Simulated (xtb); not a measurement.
F2H4SSi2, SMILES F[SiH](F)S[SiH3]. All values are semi-empirical tight-binding results from xtb (GFN2-xTB unless named), good for trends rather than for accurate numbers. Coordinates come from a GFN2-xTB optimisation. The structure was generated by enumeration, and PubChem lists no compound with its InChIKey, so it may never have been made. Other conformers were not sampled.

```
Item                                             Result
----------------------------------------  -------------
point group as xtb finds it                          Cs
orbital gap                                     4.53 eV
zero-point energy                         25.4 kcal/mol
G − E(el) at 298.15 K (modified RRHO)      4.3 kcal/mol
static polarisability (D4 model)             84.8 bohr³
solvation energy, GFN2-xTB/ALPB(water)     1.8 kcal/mol
solvation energy, GFN2-xTB/ALPB(toluene)  -1.9 kcal/mol
```
